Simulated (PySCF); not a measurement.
Isomers of H5NSi2. Isolated molecules, 0 K electronic values unless said otherwise. Strings in code marks are SMILES.

The four lowest singlet excitations (Tamm–Dancoff). Calculation: PySCF 2.14.0 with PBE-D3(BJ)/def2-TZVP // CAM-B3LYP-D3(BJ)/def2-TZVP. Excitations are Tamm–Dancoff values on a coarser integration grid. The basis has no diffuse functions, so Rydberg states are missing or too high.

```json
[
 {"state": "S1", "energy (eV)": "3.16", "wavelength (nm)": "393", "oscillator strength": "0.001"},
 {"state": "S2", "energy (eV)": "4.84", "wavelength (nm)": "256", "oscillator strength": "0.225"},
 {"state": "S3", "energy (eV)": "5.31", "wavelength (nm)": "234", "oscillator strength": "0.002"},
 {"state": "S4", "energy (eV)": "5.40", "wavelength (nm)": "230", "oscillator strength": "0.039"}
]
```

**Question.** Name which member gives these states.
A) `[SiH2]=N[SiH3]`
B) `[H]/N=[SiH]\[SiH3]`
C) `N[SiH]=[SiH2]`

**Answer.** A, `[SiH2]=N[SiH3]`
